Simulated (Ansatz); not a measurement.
CH$_{7}$BN$_{2}$O, relaxed with RKS PBE0-D4/def2-TZVP in the Gaussian-basis code of Ansatz from a PBE-D4/def2-SVP geometry. The force threshold is 0.005 eV/Å; the program also tests the step.

Total charge 0; spin multiplicity 1. The bonds changed during the relaxation, so this is another structure than the one it started from.

Start:

```xyz
12

B    -0.559    0.584   -0.224
C     0.821   -0.283   -0.115
N    -1.455   -0.244    0.835
N     1.898    0.027   -0.876
O     0.872   -1.247    0.693
H    -0.407    1.743    0.167
H    -1.063    0.533   -1.347
H    -1.776    0.296    1.645
H    -2.260   -0.732    0.426
H     2.756   -0.523   -0.799
H     1.861    0.806   -1.531
H    -0.689   -0.958    1.126
```

(1) By how much does the energy fall, and how many steps does the optimiser take? (An estimate is asked.)

(2) Which bonds change most? (An estimate is asked.)

(3) Give the relaxed structure. (Best estimate.)

Results:

(1) Ansatz gave: 6.31 kJ/mol, in 7 steps.

(2) The calculation gave: N3–H12 from 1.087 to 1.049 Å; B1–H6 from 1.232 to 1.211 Å; B1–H7 from 1.232 to 1.211 Å; C2–O5 from 1.260 to 1.241 Å.

(3) Computed: 
```xyz
12

B    -0.541    0.562   -0.223
C     0.829   -0.293   -0.119
N    -1.450   -0.242    0.836
N     1.890    0.041   -0.874
O     0.900   -1.256    0.661
H    -0.397    1.704    0.153
H    -1.044    0.498   -1.322
H    -1.754    0.316    1.624
H    -2.258   -0.690    0.425
H     2.742   -0.490   -0.805
H     1.841    0.818   -1.507
H    -0.759   -0.967    1.151
```
